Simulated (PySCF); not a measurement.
C7H7F3S, SMILES FC(CCc1sccc1)(F)F, singlet (GFN2-xTB optimised geometry):

```
18

F     -2.013    -2.538    -3.633
C     -1.352    -2.179    -2.518
F     -0.622    -1.106    -2.848
F     -0.483    -3.169    -2.263
C     -2.307    -1.926    -1.367
C     -1.571    -1.797    -0.026
C     -0.645    -0.627     0.000
C      0.713    -0.627     0.000
C      1.268     0.674     0.001
C      0.321     1.643     0.000
S     -1.269     0.993     0.000
H     -2.859    -1.012    -1.593
H     -3.005    -2.765    -1.337
H     -2.325    -1.693     0.759
H     -0.999    -2.707     0.165
H      1.304    -1.526    -0.006
H      2.325     0.871     0.000
H      0.450     2.707    -0.002
```

Computed with PySCF with B3LYP/def2-SVP.

Q: What are the frontier orbital energies and the dipole moment?

A: HOMO-2 -9.39 eV, HOMO-1 -6.97 eV, HOMO -6.40 eV, LUMO -0.47 eV, LUMO+1 0.86 eV; dipole moment 1.85 D.

Meta-Löwdin charges at B3LYP/def2-SVP: F1 -0.27, C2 0.76, F3 -0.26, F4 -0.27, C5 -0.19, C6 -0.17, C7 -0.11, C8 -0.14, C9 -0.13, C10 -0.23, S11 0.23, H12 0.11, H13 0.11, H14 0.11, H15 0.11, H16 0.11, H17 0.11, H18 0.12.
